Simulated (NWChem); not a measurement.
System: 2-butanone (C4H8O); SMILES O=C(C)CC

```xyz
13

C      0.0714     1.8667     0.4453
C     -0.0739     0.8317    -0.6824
C     -0.1825    -0.5817    -0.1114
C      1.1237    -1.3256     0.1119
O     -1.2644    -1.0697     0.1736
H      0.1280     2.8947     0.0358
H      0.9880     1.6950     1.0465
H     -0.7977     1.8186     1.1314
H     -1.0026     1.0277    -1.2548
H      0.7899     0.9032    -1.3770
H      1.8713    -0.6844     0.6231
H      1.5633    -1.5984    -0.8714
H      0.9429    -2.2453     0.6972
```
Atoms are numbered in this order, from 1.

Program: NWChem. Pople sets run with spherical d functions. Structure relaxed at the PBE-D3(BJ)/def2-SVP level. No frequency run checked for a minimum.

Taking Hartree-Fock/6-311++G** as the yardstick, which of these has the fewest basis functions while keeping “highest occupied level (eV)” within 0.05 eV of it: Hartree-Fock/6-311G**; Hartree-Fock/6-31G*; Hartree-Fock/STO-3G; Hartree-Fock/3-21G; Hartree-Fock/6-31+G*?

Hartree-Fock/6-31+G* (a larger set in the list lies outside the tolerance).
```
level                    basis functions  highest occupied level (eV)
-----------------------  ---------------  ---------------------------
Hartree-Fock/STO-3G                   33                        -8.63
Hartree-Fock/3-21G                    61                       -10.76
Hartree-Fock/6-31G*                   86                       -10.97
Hartree-Fock/6-31+G*                 106                       -11.14
Hartree-Fock/6-311G**                138                       -11.03
Hartree-Fock/6-311++G**              166                       -11.12
```

The yardstick is one finite set, not the basis-set limit.
